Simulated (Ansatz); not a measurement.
One change: `BN=CF` becomes `O[SiH2]/N=C/F`.

Ansatz, PBE0-D4/def2-TZVP geometries, multiplicity 1. Each molecule was computed in one conformer, which needn't be the lowest.

```tsv
property	`BN=CF`
HOMO energy (PBE/def2-TZVPP) / eV	-7.29
size of the dipole moment (B3LYP/def2-TZVPP) / D	1.55
LUMO energy (B3LYP/def2-TZVPP) / eV	-0.81
HOMO energy (ωB97M-V/def2-TZVPP) / eV	-10.83
LUMO energy (PBE0/def2-TZVPP) / eV	-0.53
HOMO–LUMO gap (ωB97M-V/def2-TZVPP) / eV	12.19
```

**Question.** Give the same properties after the change, and the shifts. (Best estimate.)

**Answer.** Computed: 
| property | `O[SiH2]/N=C/F` | shift |
| --- | --- | --- |
| HOMO energy (PBE/def2-TZVPP) / eV | -6.82 | 0.47 |
| size of the dipole moment (B3LYP/def2-TZVPP) / D | 0.72 | -0.83 |
| LUMO energy (B3LYP/def2-TZVPP) / eV | -1.01 | -0.20 |
| HOMO energy (ωB97M-V/def2-TZVPP) / eV | -10.61 | 0.22 |
| LUMO energy (PBE0/def2-TZVPP) / eV | -0.74 | -0.21 |
| HOMO–LUMO gap (ωB97M-V/def2-TZVPP) / eV | 12.05 | -0.14 |

With PBE0 the HOMO rises by 0.34 eV and the LUMO falls by 0.21 eV, so the gap narrows by about 0.55 eV. PBE moves the HOMO by 0.47 eV and ωB97M-V by 0.22 eV. The zero-point energy changes by 27.8 kJ/mol with +6 modes. Dipoles are sizes alone; their direction can turn.

B3LYP here is the variant with VWN-RPA as its local correlation; programs differ in this.
